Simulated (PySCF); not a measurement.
**A survey of ²⁹Si NMR shifts**

Method: geometry: GFN2-xTB, σ from GIAO-PBE0/pcSseg-1, in PySCF (gas phase, averaged over atoms made equivalent by symmetry, fast rotation or ring inversion, non-relativistic, one conformer).

Shieldings were converted by a linear fit to measured shifts: ²⁹Si (scatter 8.9 ppm rms, 25.8 ppm with the 6 outliers that the fit left out vs TMS, solution or neat liquid). Occasional misses reach two or three times the rms, and more in compound classes unlike the fitted ones.

Q: Give the ²⁹Si shifts of `CC[C@H]1C[Si@@H](N)C1`, `C=C[Si@H](CC)NC`, `O[Si@]1(O[SiH3])OCCS1`, `C[C@@H]1C[C@H](C#N)O[SiH2]1`.

A: 
| compound | environment | δ (ppm) |
| --- | --- | --- |
| CC[C@H]1C[Si@@H](N)C1 | silicon bonded to 2 C, N, H, in a 4-membered ring | -21.8 |
| C=C[Si@H](CC)NC | silicon bonded to 2 C, N, H | -16.8 |
| [OH:1][Si@:2]1([O:3][SiH3:4])[O:5][CH2:6][CH2:7][S:8]1 | Si2: silicon bonded to 3 O, S, in a 5-membered ring | -36.3 |
| [OH:1][Si@:2]1([O:3][SiH3:4])[O:5][CH2:6][CH2:7][S:8]1 | Si4: silicon bonded to O, 3 H | -41.9 |
| C[C@@H]1C[C@H](C#N)O[SiH2]1 | silicon bonded to C, O, 2 H, in a 5-membered ring | -3.3 |

Q: Match the shifts -5.0, -13.5, -21.8, -117.4 ppm to `CC[C@H]1C[Si@@H](N)C1`, `C=C1[SiH2][C@@H]1NC(C)=O`, `CC[C@@H]1CC[Si@@H]1N`, `N#CC[C@@H]1CCO[SiH2]1`.

A: -5.0: N#CC[C@@H]1CCO[SiH2]1 (silicon bonded to C, O, 2 H, in a 5-membered ring); -13.5: CC[C@@H]1CC[Si@@H]1N (silicon bonded to 2 C, N, H, in a 4-membered ring); -21.8: CC[C@H]1C[Si@@H](N)C1 (silicon bonded to 2 C, N, H, in a 4-membered ring); -117.4: C=C1[SiH2][C@@H]1NC(C)=O (silicon bonded to 2 C, 2 H, in a 3-membered ring).
